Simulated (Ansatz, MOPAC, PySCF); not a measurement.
Internal rotation in SMILES ClB(Cl)B(Cl)Cl (B2Cl4). Scanned: dihedral Cl1–B2–B4–Cl5; all other coordinates were relaxed at B3LYP-D3(BJ)/def2-SVP. Points at φ and −φ are mirror images. Heavy atoms are numbered in the order of the SMILES ClB(Cl)B(Cl)Cl, hydrogens after them in the order of the atoms that carry them; the mirror image has the same energies with the sign of each dihedral reversed.

Levels: RKS-M06-2X/6-31G* = restricted M06-2X/6-31G*, spherical d, density fitting // B3LYP-D3(BJ)/def2-SVP (PySCF 2.14.0); PM3, restricted, heats of formation // B3LYP-D3(BJ)/def2-SVP (MOPAC); RMP2/3-21G = restricted MP2 (frozen core)/3-21G // B3LYP-D3(BJ)/def2-SVP in PySCF; CCSD(T)/cc-pVTZ = CCSD(T) on RHF/cc-pVTZ, frozen core // B3LYP-D3(BJ)/def2-SVP run with Ansatz (a first-principles code).

Energies relative to the lowest point of each profile, in kJ/mol; the last columns give the difference from CCSD(T):

| φ / ° | RKS-M06-2X/6-31G* | PM3 | RMP2/3-21G | CCSD(T)/cc-pVTZ | RKS-M06-2X/6-31G* − CCSD(T)/cc-pVTZ | PM3 − CCSD(T)/cc-pVTZ | RMP2/3-21G − CCSD(T)/cc-pVTZ |
|---|---|---|---|---|---|---|---|
| -160 | 4.4 | 13.4 | 8.5 | 6.7 | -2.4 | 6.7 | 1.8 |
| -140 | 2.5 | 8.6 | 5.5 | 4.2 | -1.7 | 4.4 | 1.3 |
| -120 | 0.8 | 3.3 | 2.0 | 1.6 | -0.8 | 1.6 | 0.4 |
| -100 | 0.0 | 0.0 | 0.0 | 0.0 | 0.0 | 0.0 | 0.0 |
| -80 | 0.0 | 0.0 | 0.0 | 0.0 | 0.0 | 0.0 | 0.0 |
| -60 | 0.8 | 3.2 | 2.1 | 1.6 | -0.8 | 1.6 | 0.4 |
| -40 | 2.5 | 8.5 | 5.5 | 4.2 | -1.7 | 4.3 | 1.3 |
| -20 | 4.4 | 13.5 | 8.5 | 6.7 | -2.4 | 6.8 | 1.8 |
| 0 | 5.2 | 15.5 | 9.4 | 7.8 | -2.6 | 7.7 | 1.6 |
| 20 | 4.4 | 13.5 | 8.5 | 6.7 | -2.4 | 6.8 | 1.8 |
| 40 | 2.5 | 8.5 | 5.5 | 4.2 | -1.7 | 4.3 | 1.3 |
| 60 | 0.8 | 3.2 | 2.1 | 1.6 | -0.8 | 1.6 | 0.4 |
| 80 | 0.0 | 0.0 | 0.0 | 0.0 | 0.0 | 0.0 | 0.0 |
| 100 | 0.0 | 0.0 | 0.0 | 0.0 | 0.0 | 0.0 | 0.0 |
| 120 | 0.8 | 3.3 | 2.0 | 1.6 | -0.8 | 1.6 | 0.4 |
| 140 | 2.5 | 8.6 | 5.5 | 4.2 | -1.7 | 4.4 | 1.3 |
| 160 | 4.4 | 13.4 | 8.5 | 6.7 | -2.4 | 6.7 | 1.8 |
| 180 | 5.2 | 15.5 | 9.4 | 7.8 | -2.6 | 7.7 | 1.6 |

RKS-M06-2X/6-31G* is furthest from CCSD(T)/cc-pVTZ at 0 (-2.6 kJ/mol, below); its mean absolute difference over the points is 1.4 kJ/mol.

PM3 is furthest from CCSD(T)/cc-pVTZ at 180 (7.7 kJ/mol, above); its mean absolute difference over the points is 3.7 kJ/mol.

RMP2/3-21G is furthest from CCSD(T)/cc-pVTZ at -160 (1.8 kJ/mol, above); its mean absolute difference over the points is 1.0 kJ/mol.
